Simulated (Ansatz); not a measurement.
Ansatz results at the PBE0-D4/def2-TZVP geometry: HOMO–LUMO gap (ωB97M-V/def2-TZVPP) 10.78 eV; LUMO energy (ωB97M-V/def2-TZVPP) 1.09 eV; HOMO–LUMO gap (PBE/def2-TZVPP) 5.39 eV.

Each molecule was computed in one conformer, which needn't be the lowest.

Question: Which molecule gave them?
A. `[SiH3][SiH2][SiH2][GeH2][SiH2][SiH3]`
B. `[SiH3][SiH2][SiH2][SiH3]`
C. `[GeH3][SiH2][GeH2][GeH3]`
D. `[SiH3][SiH2][SiH2][SiH2][GeH3]`

Answer: A. The others give `[SiH3][SiH2][SiH2][SiH2][GeH3]`: 11.08, 1.26, 5.62; `[GeH3][SiH2][GeH2][GeH3]`: 11.21, 1.47, 5.80; `[SiH3][SiH2][SiH2][SiH3]`: 11.25, 1.40, 5.73.
